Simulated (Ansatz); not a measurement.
Reaction (ligand exchange at the Si–C bond): `C[SiH2][CH2][GeH3]` + H₂Te → `C[SiH2][TeH]` + `[CH3][GeH3]`

Program: Ansatz. Geometries: PBE0-D4/def2-TZVP. ΔE: electronic, gas phase. CBS: MP2 limit from def2 TZ/QZ plus the TZ coupled-cluster correction, frozen cores. DFT in def2-TZVPP. def2 core potentials past Kr. For Ge, Te outer-core shells are correlated without core-valence functions, which leaves a few kJ/mol of doubt a bond. Scalar relativity is left out up to krypton. Each species was taken in one conformer, which may not be the lowest.

```json
{"level": "r2SCAN-D4", "ΔE (kJ/mol)": "-62.0", "difference from CCSD(T)/CBS": "-1.3"}
{"level": "ωB97X-V", "ΔE (kJ/mol)": "-57.7", "difference from CCSD(T)/CBS": "3.0"}
{"level": "B2PLYP", "ΔE (kJ/mol)": "-62.2", "difference from CCSD(T)/CBS": "-1.5"}
{"level": "r2SCAN", "ΔE (kJ/mol)": "-63.1", "difference from CCSD(T)/CBS": "-2.4"}
{"level": "HF/def2-TZVPP", "ΔE (kJ/mol)": "-63.4", "difference from CCSD(T)/CBS": "-2.7"}
{"level": "CCSD/def2-TZVPP", "ΔE (kJ/mol)": "-54.7", "difference from CCSD(T)/CBS": "6.0"}
{"level": "CCSD(T)/def2-TZVPP", "ΔE (kJ/mol)": "-54.6", "difference from CCSD(T)/CBS": "6.1"}
{"level": "MP2/def2-QZVPP", "ΔE (kJ/mol)": "-64.7", "difference from CCSD(T)/CBS": "-4.0"}
{"level": "SCS-MP2/def2-QZVPP", "ΔE (kJ/mol)": "-62.3", "difference from CCSD(T)/CBS": "-1.6"}
{"level": "CCSD/CBS(def2)", "ΔE (kJ/mol)": "-60.8", "difference from CCSD(T)/CBS": "-0.1"}
{"level": "CCSD(T)/CBS", "ΔE (kJ/mol)": "-60.7", "difference from CCSD(T)/CBS": "0"}
```

Largest T1 diagnostic among the species: 0.011.

The D4 term adds +4.1 kJ/mol with B3LYP and +2.5 kJ/mol with PBE0; it sums over pairs of atoms, weighted by their polarisabilities, and B3LYP, whose exchange is more repulsive, gets the larger term.

B3LYP here is the variant with VWN-RPA as its local correlation; programs differ in this.
